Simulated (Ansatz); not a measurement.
Consider the formal exchange of groups at the Si–O bond: `CO[SiH2]P` + `[OH][AlH2]` → `[OH][AlH][SiH2]P` + CH₃OH.

Computed with Ansatz on PBE0-D4/def2-TZVP structures; ΔE is electronic, products minus reactants. CCSD(T)/CBS adds triple-zeta CCSD(T) − MP2 to the extrapolated MP2 energy (def2 sets, frozen cores). This one scheme is used for every species. Functionals use def2-TZVPP. One conformer a species, not always the lowest.

```tsv
level	ΔE (kcal/mol)
PBE0	14.8
MP2/def2-QZVPP	21.3
```

(1) What does CCSD(T)/CBS give? (An estimate is asked.)

Largest T1 diagnostic among the species: 0.014.

Answers

(1) Ansatz gave: +19.0 kcal/mol. The listed levels differ from it by -4.2, 2.3 kcal/mol.

From PBE to PBE0 (25 % exact exchange), in def2-TZVPP and without D4, ΔE moves by +1.4 kcal/mol. In def2-TZVPP, CCSD(T) changes the Hartree–Fock value by −4.6 kcal/mol (the triples alone add −0.6 kcal/mol) and MP2 by −2.4 kcal/mol.
